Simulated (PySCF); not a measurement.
A GIAO shielding run with PySCF (density fitting, non-relativistic, gas phase) on `[PH3+][SiH2]C1CCC1`, [C4H12PSi]+:

```
{"job": {"kind": "nmr", "xc": "PBE0", "basis": "pcSseg-1"}, "charge": 1, "multiplicity": 1}
P      2.007112     0.055806    -0.890532
Si     1.204397     0.206702     1.334199
C     -0.660391     0.057979     1.035510
C     -1.085134    -1.142683     0.152881
C     -1.413480    -0.176448    -0.992177
C     -1.225777     1.014706    -0.044357
H      1.806016    -1.087213    -1.629363
H      3.379302     0.139924    -0.998290
H      1.661647     1.004340    -1.825362
H      1.727773     1.529614     1.674203
H      1.892257    -0.951683     1.904348
H     -1.203531     0.108838     1.980424
H     -0.318818    -1.889340    -0.058926
H     -1.960319    -1.655297     0.543352
H     -0.687334    -0.203760    -1.807585
H     -2.408044    -0.280859    -1.416912
H     -0.560083     1.803513    -0.396666
H     -2.164353     1.472177     0.256978
```

Hardware: 1 thread of an Arm Neoverse V1, shared host. The job also computes population analyses, field gradients.

Task: How large is the calculation?

Result: 64 electrons, 176 basis functions and 958 auxiliary functions.

Task: How long does it take?

Result: 26 s of wall time, with 12 SCF cycles and 4 response iterations. Times on a shared host scatter by some tens of per cent.
